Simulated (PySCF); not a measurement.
## Electron correlation in Xe(2+) (xenon, charge +2)

[Kr] 4d10 5s2 5p3 6s1, high-spin 5S determinant (an excited configuration). Computed with PySCF 2.14 in x2c-TZVPPall with one added diffuse shell each of s, p, d, f type (9s7p5d3f, 76 functions), with scalar relativity by spin-free X2C-1e. Frozen: [Ar] 3d10; 24 electrons correlated.

```
  level  correlation energy (mhartree)
   CCSD                        -545.59
    (T)                          -8.40
CCSD(T)                        -553.99
```

Diagnostics: T1 = 0.0051, D1 = 0.0300, largest double amplitude 0.036.

Is a single reference adequate?

Yes, within this model without spin-orbit coupling: T1 lies below 0.03 and no double amplitude reaches 0.07.

This basis was not built for core-valence correlation, so the inner-shell part is incomplete.
